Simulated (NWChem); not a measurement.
Molecule: C3H4OSe; SMILES [Se]1C(OC1)=C

```xyz
9

C     -1.1999     1.9635     0.0000
C     -0.2696     1.0140     0.0000
O      1.0819     1.1834     0.0000
C      1.5389    -0.1525     0.0000
Se    -0.2866    -0.9035     0.0000
H     -2.2572     1.7023     0.0000
H     -0.9025     3.0140     0.0000
H      2.1124    -0.3922    -0.9079
H      2.1124    -0.3922     0.9079
```
Atoms are numbered in this order, from 1.

Level: PBE0/def2-SVP (NWChem), optimised geometry, unscaled harmonic frequencies. This build's default masses of Se (78.918 u) and Br (79.917 u) are each other's, which moves their modes by up to 0.6 %.

Question: List the harmonic frequencies with IR intensities, and the thermochemistry.

Answer: 
| frequency (cm⁻¹) | IR intensity (km/mol) |
|---|---|
| 155 | 6.6 |
| 303 | 0.1 |
| 482 | 1.0 |
| 490 | 2.2 |
| 588 | 5.6 |
| 668 | 0.1 |
| 741 | 8.7 |
| 781 | 69.4 |
| 860 | 0.9 |
| 913 | 16.4 |
| 1125 | 90.5 |
| 1148 | 25.4 |
| 1162 | 1.1 |
| 1301 | 62.5 |
| 1376 | 8.1 |
| 1489 | 4.3 |
| 1752 | 273.0 |
| 3087 | 38.3 |
| 3168 | 6.7 |
| 3194 | 5.7 |
| 3308 | 0.4 |

```json
{
  "zero_point_energy": "40.1 kcal/mol",
  "thermal correction to the enthalpy at 298.15 K (with zero-point energy)": "43.9 kcal/mol",
  "heat capacity Cv": "17.6 cal/(mol K)",
  "entropy at 298.15 K and 1 atm (symmetry number 1)": "74.3 cal/(mol K)",
  "dipole_moment": "1.41 D"
}
```

Rigid rotor and harmonic oscillator.
